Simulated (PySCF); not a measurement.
C₄H₉FSi, SMILES C(/C)=C(/F)[SiH2]C. Atoms are numbered in the order given.

```xyz
15

C      2.8793     0.4152     0.0288
C      1.5355     0.1680    -0.5919
C      0.4253    -0.1541     0.0777
F      0.4775    -0.2726     1.4362
Si    -1.2946    -0.4682    -0.6247
C     -2.5243     0.6841     0.1993
H      3.2375     1.4316    -0.2044
H      2.8350     0.3016     1.1204
H      3.6286    -0.2902    -0.3672
H      1.4406     0.2536    -1.6799
H     -1.6729    -1.8890    -0.3655
H     -1.2159    -0.2454    -2.0983
H     -2.2918     1.7347    -0.0351
H     -3.5553     0.4743    -0.1261
H     -2.4746     0.5586     1.2926
```

Geometry optimised at ωB97X-D3(BJ)/def2-SVP. The structure was generated by enumeration; whether it is a known compound was not checked. The values are those of a single conformer.

Computed with CAM-B3LYP/def2-TZVP run with PySCF.

ESP charges are fitted to the potential on shells at 1.4 to 2.0 van der Waals radii. Atomic charges (e):

| atom | ESP fit | Löwdin | Mulliken |
|---|---|---|---|
| C1 | -0.34 | -0.30 | -0.34 |
| C2 | 0.01 | -0.21 | -0.16 |
| C3 | -0.10 | -0.38 | 0.10 |
| F4 | -0.13 | 0.14 | -0.23 |
| Si5 | 0.43 | 0.32 | 0.28 |
| C6 | -0.54 | -0.46 | -0.49 |
| H7 | 0.11 | 0.13 | 0.13 |
| H8 | 0.13 | 0.13 | 0.14 |
| H9 | 0.11 | 0.13 | 0.13 |
| H10 | 0.09 | 0.15 | 0.13 |
| H11 | -0.10 | -0.03 | -0.05 |
| H12 | -0.11 | -0.03 | -0.05 |
| H13 | 0.14 | 0.13 | 0.14 |
| H14 | 0.15 | 0.13 | 0.13 |
| H15 | 0.15 | 0.13 | 0.14 |

Give the Mayer and Wiberg (Löwdin basis) orders of the bonds. (An estimate is asked for; the answer gives what the named calculation found.)


```csv
bond,Mayer,Wiberg
C1–C2,0.94,1.29
C2–C3,1.80,2.02
C3–F4,0.97,1.65
C3–Si5,0.98,1.05
Si5–C6,0.99,1.23
C1–H7,0.97,0.89
C1–H8,0.98,0.90
C1–H9,0.97,0.89
C2–H10,0.94,0.82
Si5–H11,0.96,0.91
Si5–H12,0.96,0.91
C6–H13,0.95,0.90
C6–H14,0.95,0.90
C6–H15,0.95,0.90
```
